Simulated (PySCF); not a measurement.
Working out the ionisation energy of Cd

Cd [Kr] 4d10 5s2 (1S) → Cd⁺ [Kr] 4d10 5s1 (2S). Computed with PySCF 2.14 in x2c-TZVPPall (8s6p6d2f1g, 79 functions), with scalar relativity by spin-free X2C-1e. Frozen: [Ar] 3d10. Energies in hartree (1 hartree = 27.21139 eV):

```
             part    Cd (lower)   Cd⁺ (upper)
              UHF  -5591.313308  -5591.043894
MP2 opposite-spin     -0.478872     -0.439561
    MP2 same-spin     -0.238650     -0.223643
```

Question: What does Hartree-Fock give?

Answer: (-5591.043894) − (-5591.313308) = 0.269414 hartree = 7.331 eV.

Question: What do MP2 and SCS-MP2 (6/5 opposite-spin, 1/3 same-spin) give?

Answer: The opposite-spin parts differ by 1.070 eV and the same-spin parts by 0.408 eV. MP2: 7.331 + (1.070) + (0.408) = 8.809 eV. SCS-MP2: 7.331 + 1.2 × (1.070) + (0.408)/3 = 8.751 eV.

Measured between the centres of the two terms (NIST): 8.994 eV, so MP2 (valence and next inner shell) is off by -0.185 eV.

What remains against the reference includes basis incompleteness, the frozen core and correlation beyond second order.
